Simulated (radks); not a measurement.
The numbers below are computed, except where a source is named.
Question: The mercury ion Hg2+, [Xe] 4f14 5d10. Code: a radial shooting solver on a logarithmic mesh with Libxc functionals. Model: non-relativistic Kohn-Sham, exchange-only B88, spin-polarised, spherical densities, point nucleus. Every spin shell is full or empty, so the densities are truly spherical. Functionals are evaluated on that one density, not self-consistently. Rank these orbital-free kinetic functionals by their error against the exact value of the orbitals, and give that value: Thomas-Fermi, von Weizsacker, TF + vW/9, TF + vW/5, LC94, APBEK, revAPBEK, Thakkar, Pearson, LKT, PG1, DePristo-Kress, Ernzerhof.

Answer: Exact: 18408.4 hartree. From best to worst, with 100 (|E| - |E exact|)/|E exact| (equal figures are ties): LC94 +0.01, APBEK +0.04, revAPBEK +0.18, DePristo-Kress -0.20, Ernzerhof -0.48, TF + vW/9 -0.69, Thakkar -0.78, Pearson -0.84, TF + vW/5 +2.46, Thomas-Fermi -4.62, PG1 +12.40, LKT +15.91, von Weizsacker -64.60.
